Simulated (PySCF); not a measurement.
C2H2BF3. Atoms are numbered in the order given.

```xyz
8

F      0.6205    -1.9885     0.0000
C     -0.6439    -1.5648     0.0000
C     -0.9912    -0.2622     0.0000
B     -0.0043     0.9302     0.0000
F      1.3197     0.7816     0.0000
F     -0.4667     2.1838     0.0000
H     -1.3543    -2.4118     0.0000
H     -2.0755    -0.0688     0.0000
```
Charge 0, spin multiplicity 1.

Coordinates come from a PBE-D3(BJ)/def2-SVP optimisation. The structure was generated by enumeration; whether it is a known compound was not checked. The values are those of a single conformer.

Method: B3LYP/pcSseg-1 (PySCF).

GIAO shieldings, no solvent; atoms listed in one row are averaged. δ = σ(ref) − σ: ¹⁹F against CFCl3 (σ = 161.7 ppm); ¹³C against TMS (σ = 181.3 ppm); ¹¹B against BF3 (σ = 86.3 ppm); ¹H against TMS (σ = 31.68 ppm), references at their B3LYP-D3(BJ)/def2-TZVP geometries, non-relativistic.

| nucleus | atoms | count | δ (ppm) |
|---|---|---|---|
| ¹⁹F | F1 | 1 | -62.7 |
| ¹⁹F | F6 | 1 | -81.3 |
| ¹⁹F | F5 | 1 | -85.7 |
| ¹³C | C2 | 1 | 185.7 |
| ¹³C | C3 | 1 | 105.5 |
| ¹¹B | B4 | 1 | 12.8 |
| ¹H | H7 | 1 | 7.66 |
| ¹H | H8 | 1 | 5.07 |
